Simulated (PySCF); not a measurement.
Compound: C₅H₄FN.
Numbering: `[F:1][c:2]1[cH:3][cH:4][n:5][cH:6][cH:7]1` (hydrogens: H8 on C3; H9 on C4; H10 on C6; H11 on C7)

Level: B3LYP/def2-SVPD in PySCF, non-relativistic, on one gas-phase PBE0-D3(BJ)/def2-SVP geometry that isn't relaxed in the solvent. The solvent is an IEF-PCM continuum (Bondi radii, 1.10 Å for H, scaled by 1.2), and excitations are vertical TDDFT with non-equilibrium linear response and a frozen core. The model holds no explicit solvent molecules, cavitation or dispersion.

```tsv
run	E − E(gas) (kcal/mol)	HOMO (eV)	HOMO–LUMO gap (eV)	dipole (D)	lowest singlet (eV)	static polarisability (au)
gas	0.00	-7.48	6.39	0.79	5.01	62.7
P	-1.73	-7.51	6.47	0.96	5.11	71.0
Q	-3.18	-7.56	6.54	1.13	5.20	78.8
```

Task: The runs were made in chloroform and cyclohexane. Which run belongs to which solvent?

Result: P = cyclohexane, Q = chloroform. The dielectric constants are 2.017 (cyclohexane), 4.711 (chloroform), and the energy falls further as ε rises. The optical constants n² used for the excitations are 2.04, 2.09 in the same order. In this model the ground state sees the solvent through ε alone.

Task: How constant is the ratio of the lowering to (ε − 1)/(2ε + 1)?

Result: 
| solvent | (ε − 1)/(2ε + 1) | E − E(gas) (kcal/mol) | ratio (kcal/mol) | polarisation term (kcal/mol) |
| --- | --- | --- | --- | --- |
| cyclohexane | 0.202 | -1.73 | -8.6 | -1.85 |
| chloroform | 0.356 | -3.18 | -8.9 | -3.59 |

The ratio changes by +4.3 % in size from cyclohexane to chloroform. The polarisation term is half the interaction of the solute with the induced surface charges.
